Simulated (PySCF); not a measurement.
Al(Me)2(vinyl) (C4H9Al), SMILES [CH3][Al]([CH]=C)[CH3]. Atoms are numbered in the order given.

```xyz
14

Al    -0.0270    -0.0311     0.4397
C     -0.4101    -1.0770     2.0561
H     -0.7020    -2.1193     1.8477
H     -1.2244    -0.6137     2.6426
H      0.4677    -1.1040     2.7273
C      0.5221     1.8536     0.5429
H      1.4845     2.0221     0.0273
H      0.6331     2.2146     1.5785
H     -0.2127     2.5097     0.0423
C     -0.1840    -0.8252    -1.3407
C      0.0744    -0.1210    -2.4585
H     -0.4889    -1.8722    -1.4913
H     -0.0076    -0.5456    -3.4685
H      0.3859     0.9312    -2.4218
```
Charge 0, spin multiplicity 1.

Geometry optimised at B3LYP-D3(BJ)/def2-SVP. The structure was generated by enumeration; whether it is a known compound was not checked. One conformer was computed; it need not be the lowest.

Calculation: B3LYP/pcSseg-1 in PySCF.

GIAO shieldings, no solvent; atoms listed in one row are averaged. δ = σ(ref) − σ: ¹³C against TMS (σ = 181.3 ppm); ¹H against TMS (σ = 31.68 ppm), references at their B3LYP-D3(BJ)/def2-TZVP geometries, non-relativistic.

```
nucleus       atoms  count  δ (ppm)
-------  ----------  -----  -------
¹³C             C10      1    157.2
¹³C             C11      1    154.5
¹³C              C2      1     -6.2
¹³C              C6      1    -10.2
¹H              H13      1     6.99
¹H              H12      1     6.87
¹H              H14      1     6.58
¹H       H3, H4, H5      3     0.13
¹H       H7, H8, H9      3     0.04
```
